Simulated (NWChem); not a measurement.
System: CH₆ClNOSi; SMILES NC[Si@H](O)Cl

NWChem input:

```
start job
memory heap 200 mb stack 900 mb global 1100 mb
geometry units angstroms noautoz
  N      0.420141    -2.605370    -0.035046
  C      0.919012    -1.251722    -0.263186
  Si    -0.256051     0.065751     0.381755
  O     -1.769530    -0.118421    -0.278505
  Cl     0.488657     1.957485    -0.061151
  H      0.357861    -2.806196     0.961530
  H     -0.524278    -2.705204    -0.404245
  H      1.098702    -1.098202    -1.342583
  H      1.912002    -1.137805     0.204429
  H     -0.461493    -0.050521     1.848008
  H     -1.878808     0.117209    -1.204966
end
basis spherical
  * library pcseg-2
end
dft
  xc xtpss03 ctpss03
  iterations 150
  semidirect filesize 400000000
  mulliken
end
task dft energy
```

Parts of the log:

```
             Northwest Computational Chemistry Package (NWChem) 7.3.0
             --------------------------------------------------------

 C1  symmetry detected

                             Geometry "geometry" -> ""
                             -------------------------

 Output coordinates in angstroms (scale by  1.889725989 to convert to a.u.)

  No.       Tag          Charge          X              Y              Z
 ---- ---------------- ---------- -------------- -------------- --------------
    1 N                    7.0000     0.48554608    -2.59228935    -0.03647503
    2 C                    6.0000     0.94739399    -1.22938369    -0.28641042
    3 Si                  14.0000    -0.23898104     0.06577537     0.38256968
    4 O                    8.0000    -1.76539910    -0.15656039    -0.23476004
    5 Cl                  17.0000     0.45056801     1.97068220    -0.09205156
    6 H                    1.0000     0.45504757    -2.78781163     0.96263181
    7 H                    1.0000    -0.46611752    -2.71565661    -0.37899351
    8 H                    1.0000     1.09403188    -1.07908324    -1.37124307
    9 H                    1.0000     1.94996919    -1.09019630     0.15306636
   10 H                    1.0000    -0.40162683    -0.04528478     1.85458715
   11 H                    1.0000    -1.90521959     0.07039067    -1.15927970

 Effective nuclear repulsion energy (a.u.)     297.0947225170

                                 NWChem DFT Module
                                 -----------------

 Summary of "ao basis" -> "ao basis" (spherical)
 ------------------------------------------------------------------------------
       Tag                 Description            Shells   Functions and Types
 ---------------- ------------------------------  ------  ---------------------
 N                          pcseg-2                 10       30   4s3p2d1f
 C                          pcseg-2                 10       30   4s3p2d1f
 Si                         pcseg-2                 12       34   5s4p2d1f
 O                          pcseg-2                 10       30   4s3p2d1f
 Cl                         pcseg-2                 12       34   5s4p2d1f
 H                          pcseg-2                  6       14   3s2p1d

            General Information
            -------------------
          SCF calculation type: DFT
          Wavefunction type:  closed shell.
          No. of atoms     :    11
          No. of electrons :    58
           Alpha electrons :    29
            Beta electrons :    29
          Charge           :     0
          Spin multiplicity:     1
          Use of symmetry is: off; symmetry adaption is: off
          Maximum number of iterations: 150
          AO basis - number of functions:   242
                     number of shells:    90
          Convergence on energy requested:  1.00D-06
          Convergence on density requested:  1.00D-05
          Convergence on gradient requested:  5.00D-04

              XC Information
              --------------
                  TPSS metaGGA Exchange Functional  1.000
             TPSS03 metaGGA Correlation Functional  1.000

             Grid Information
             ----------------
          Grid used for XC integration:  medium
          Radial quadrature: Mura-Knowles
          Angular quadrature: Lebedev.
          Tag              B.-S. Rad. Rad. Pts. Rad. Cut. Ang. Pts.
          ---              ---------- --------- --------- ---------
          N                   0.65       49          12.0       434
          C                   0.70       49          11.0       434
          Si                  1.10       88          11.0       590
          O                   0.60       49          11.0       434
          Cl                  1.00       88          13.0       590
          H                   0.35       45          12.0       434
          Grid pruning is: on
          Number of quadrature shells:   593
          Spatial weights used:  Erf1

      Superposition of Atomic Density Guess
      -------------------------------------

 Sum of atomic energies:        -918.06881670

      Non-variational initial energy
      ------------------------------

 Total energy =    -920.204031
 1-e energy   =   -1857.238619
 2-e energy   =     639.939866
 HOMO         =      -0.282120
 LUMO         =       0.027222

------------------------------------------------------------
EAF file 0: "./job.aoints.0" size=1208483840 bytes
------------------------------------------------------------
               write      read    awrite     aread      wait
               -----      ----    ------     -----      ----
     calls:     2305         0         0         0         0
   data(b): 1.21e+09  0.00e+00  0.00e+00  0.00e+00
   time(s): 0.00e+00  0.00e+00  0.00e+00  0.00e+00  0.00e+00
rate(mb/s): 0.00e+00  0.00e+00
------------------------------------------------------------

     ---------------------------------------------
      Total Density - Mulliken Population Analysis
     ---------------------------------------------

    Atom       Charge   Shell Charges
 -----------   ------   -------------------------------------------------------
    1 N    7     7.56   2.00  0.61  0.67  0.16  1.63  1.90  0.56  0.00  0.03  0.00
    2 C    6     6.21   2.00  0.57  0.49  0.13  1.26  1.42  0.28  0.01  0.05  0.00
    3 Si  14    12.81   2.00  0.47  1.52  0.73  0.38  5.91  0.44  0.99  0.11  0.01  0.22  0.02
    4 O    8     8.82   2.00  0.63  0.86  0.24  2.15  2.28  0.65  0.00  0.01  0.00
    5 Cl  17    17.42   2.01  0.38  1.60  1.04  0.92  5.92  1.04  3.16  1.35  0.00  0.01  0.00
    6 H    1     0.79   0.36  0.33  0.03  0.01  0.05  0.01
    7 H    1     0.80   0.36  0.33  0.03  0.01  0.05  0.01
    8 H    1     0.91   0.39  0.44  0.04  0.01  0.04  0.00
    9 H    1     0.91   0.39  0.44  0.04  0.01  0.04  0.00
   10 H    1     1.12   0.37  0.58  0.15  0.00  0.01  0.00
   11 H    1     0.65   0.32  0.23  0.02  0.02  0.06  0.01

   convergence    iter        energy       DeltaE   RMS-Dens  Diis-err
 ---------------- ----- ----------------- --------- --------- ---------
 d= 0,ls=0.0,diis     1   -921.5630553054 -1.22D+03  5.80D-03  1.15D+00
 d= 0,ls=0.0,diis     2   -921.4549927516  1.08D-01  4.03D-03  2.02D+00
 d= 0,ls=0.0,diis     3   -921.6379545357 -1.83D-01  9.89D-04  2.16D-01
 d= 0,ls=0.0,diis     4   -921.6552440413 -1.73D-02  5.24D-04  1.66D-02
 d= 0,ls=0.0,diis     5   -921.6571311706 -1.89D-03  1.14D-04  1.62D-03
  Resetting Diis
 d= 0,ls=0.0,diis     6   -921.6573040532 -1.73D-04  3.44D-05  1.40D-04
 d= 0,ls=0.0,diis     7   -921.6573174063 -1.34D-05  2.92D-05  1.39D-05
 d= 0,ls=0.0,diis     8   -921.6573144593  2.95D-06  1.79D-05  3.98D-05
 d= 0,ls=0.0,diis     9   -921.6573189368 -4.48D-06  1.71D-06  3.38D-07
 d= 0,ls=0.0,diis    10   -921.6573189699 -3.32D-08  5.98D-07  2.89D-08

         Total DFT energy =     -921.657318969940
      One electron energy =    -1861.779526513255
           Coulomb energy =      715.561318082083
    Exchange-Corr. energy =      -72.533833055726
 Nuclear repulsion energy =      297.094722516959

 Numeric. integr. density =       58.000006753116

                       DFT Final Molecular Orbital Analysis
                       ------------------------------------

 Vector   27  Occ=2.000000D+00  E=-2.922013D-01
              MO Center=  2.6D-01,  1.4D+00, -7.4D-03, r^2= 2.9D+00
   Bfn.  Coefficient  Atom+Function         Bfn.  Coefficient  Atom+Function
  ----- ------------  ---------------      ----- ------------  ---------------
   136      0.399043   5 Cl px              138     -0.309122   5 Cl pz
   139      0.228798   5 Cl px              130     -0.191117   5 Cl px
   133      0.179142   5 Cl px              141     -0.178755   5 Cl pz
   132      0.148537   5 Cl pz              135     -0.139501   5 Cl pz
   100      0.129869   4 O  py              137     -0.122458   5 Cl py

 Vector   28  Occ=2.000000D+00  E=-2.864609D-01
              MO Center= -3.2D-01,  7.8D-01, -2.2D-02, r^2= 3.9D+00
   Bfn.  Coefficient  Atom+Function         Bfn.  Coefficient  Atom+Function
  ----- ------------  ---------------      ----- ------------  ---------------
   138      0.329814   5 Cl pz              100      0.283802   4 O  py
   136      0.248774   5 Cl px              103      0.246581   4 O  py
   141      0.192331   5 Cl pz              132     -0.158076   5 Cl pz
   106      0.155150   4 O  py              135      0.148463   5 Cl pz
   139      0.144529   5 Cl px              216     -0.127392  10 H  s

 Vector   29  Occ=2.000000D+00  E=-2.053743D-01
              MO Center=  5.5D-01, -2.0D+00, -9.1D-02, r^2= 2.8D+00
   Bfn.  Coefficient  Atom+Function         Bfn.  Coefficient  Atom+Function
  ----- ------------  ---------------      ----- ------------  ---------------
     6     -0.241164   1 N  py               12     -0.232934   1 N  py
     5      0.223322   1 N  px                9     -0.212470   1 N  py
     8      0.209094   1 N  px               34      0.204073   2 C  s
    11      0.180606   1 N  px                7     -0.162422   1 N  pz
    64      0.154131   3 Si s                10     -0.151597   1 N  pz

 Vector   30  Occ=0.000000D+00  E=-2.042913D-02
              MO Center= -1.0D+00, -6.5D-01, -6.7D-01, r^2= 6.5D+00
   Bfn.  Coefficient  Atom+Function         Bfn.  Coefficient  Atom+Function
  ----- ------------  ---------------      ----- ------------  ---------------
    34      0.712941   2 C  s               231     -0.711054  11 H  s
    98      0.651380   4 O  s               175     -0.442271   7 H  s
   189     -0.418910   8 H  s               161     -0.308324   6 H  s
    75      0.282604   3 Si px               77      0.269507   3 Si pz
     4      0.258196   1 N  s               203     -0.211137   9 H  s

 Vector   31  Occ=0.000000D+00  E=-4.706408D-03
              MO Center= -2.0D-01, -5.6D-01,  4.1D-01, r^2= 7.7D+00
   Bfn.  Coefficient  Atom+Function         Bfn.  Coefficient  Atom+Function
  ----- ------------  ---------------      ----- ------------  ---------------
   161      0.734969   6 H  s                 4     -0.610139   1 N  s
    76     -0.586631   3 Si py              129      0.446150   5 Cl s
   231     -0.446759  11 H  s                73     -0.385273   3 Si py
    34     -0.328163   2 C  s                98      0.309288   4 O  s
    13     -0.268876   1 N  pz              140     -0.270215   5 Cl py

 Vector   32  Occ=0.000000D+00  E= 1.068819D-02
              MO Center=  1.0D+00, -3.8D-01,  2.3D-01, r^2= 6.8D+00
   Bfn.  Coefficient  Atom+Function         Bfn.  Coefficient  Atom+Function
  ----- ------------  ---------------      ----- ------------  ---------------
    34      1.886629   2 C  s               189     -1.046479   8 H  s
   203     -0.985422   9 H  s                75     -0.854826   3 Si px
    41      0.552877   2 C  px               98     -0.392298   4 O  s
    72     -0.387987   3 Si px              231     -0.375429  11 H  s
   129      0.321082   5 Cl s                 4      0.292139   1 N  s

------------------------------------------------------------
EAF file 0: "./job.aoints.0" size=2112356352 bytes
------------------------------------------------------------
               write      read    awrite     aread      wait
               -----      ----    ------     -----      ----
     calls:     4029         9         0     36252     36252
   data(b): 2.11e+09  4.72e+06  0.00e+00  1.90e+10
   time(s): 0.00e+00  0.00e+00  0.00e+00  0.00e+00  0.00e+00
rate(mb/s): 0.00e+00  0.00e+00
------------------------------------------------------------

     ---------------------------------------------
      Total Density - Mulliken Population Analysis
     ---------------------------------------------

    Atom       Charge   Shell Charges
 -----------   ------   -------------------------------------------------------
    1 N    7     7.36   2.00  0.59  0.69  0.16  1.62  1.70  0.57  0.00  0.03  0.00
    2 C    6     6.13   2.00  0.52  0.50  0.08  1.37  1.36  0.23  0.01  0.06  0.00
    3 Si  14    13.17   2.01  0.46  1.52  0.78  0.28  5.90  0.58  1.17  0.10  0.02  0.32  0.03
    4 O    8     8.51   2.00  0.62  0.84  0.30  2.03  2.01  0.70  0.00  0.01  0.00
    5 Cl  17    17.30   2.01  0.36  1.60  1.06  0.93  5.91  1.07  3.01  1.32  0.00  0.02  0.00
    6 H    1     0.87   0.44  0.34  0.02  0.01  0.06  0.00
    7 H    1     0.87   0.44  0.34  0.02  0.01  0.06  0.00
    8 H    1     0.93   0.44  0.42  0.03  0.01  0.03  0.00
    9 H    1     0.94   0.44  0.43  0.03  0.01  0.03  0.00
   10 H    1     1.14   0.41  0.60  0.11  0.00  0.02  0.00
   11 H    1     0.79   0.41  0.26  0.01  0.02  0.08  0.01

     -------------------------------------------
      Total Density - Lowdin Population Analysis
     -------------------------------------------

    Atom       Charge   Shell Charges
 -----------   ------   -------------------------------------------------------
    1 N    7     6.95   1.98  0.43  0.41  0.21  1.42  1.64  0.73  0.00  0.12  0.02
    2 C    6     6.24   1.97  0.36  0.34  0.17  1.19  1.43  0.51  0.01  0.24  0.02
    3 Si  14    13.26   1.99  0.79  1.13  0.48  0.27  5.70  0.79  1.07  0.41  0.01  0.50  0.10
    4 O    8     8.15   1.99  0.55  0.56  0.30  1.86  1.96  0.90  0.00  0.03  0.00
    5 Cl  17    17.08   1.95  0.83  1.17  0.93  0.86  5.72  1.39  2.65  1.53  0.00  0.03  0.00
    6 H    1     1.02   0.37  0.30  0.08  0.02  0.20  0.04
    7 H    1     1.03   0.37  0.30  0.08  0.02  0.20  0.04
    8 H    1     1.00   0.38  0.36  0.11  0.01  0.12  0.02
    9 H    1     1.00   0.38  0.36  0.10  0.01  0.12  0.02
   10 H    1     1.18   0.39  0.52  0.21  0.00  0.05  0.00
   11 H    1     1.10   0.35  0.27  0.08  0.04  0.29  0.07

     Multipole analysis of the density
     ---------------------------------

     L   x y z        total         alpha         beta         nuclear
     -   - - -        -----         -----         ----         -------
     0   0 0 0      0.000000    -29.000000    -29.000000     58.000000

     1   1 0 0     -0.157445     -0.078723     -0.078723      0.000000
     1   0 1 0     -0.352670     -0.176335     -0.176335      0.000000
     1   0 0 1     -0.199208     -0.099604     -0.099604      0.000000

     2   2 0 0    -34.667554    -98.458069    -98.458069    162.248584
     2   1 1 0      1.131184      4.383553      4.383553     -7.635923
     2   1 0 1      2.912589      0.643362      0.643362      1.625864
     2   0 2 0    -37.981894   -268.773243   -268.773243    499.564592
     2   0 1 1     -1.927624     -0.659884     -0.659884     -0.607857
     2   0 0 2    -30.907046    -34.903210    -34.903210     38.899374
```

Level: TPSS/pcseg-2. Structure relaxed at the PBE0/def2-SVP level.
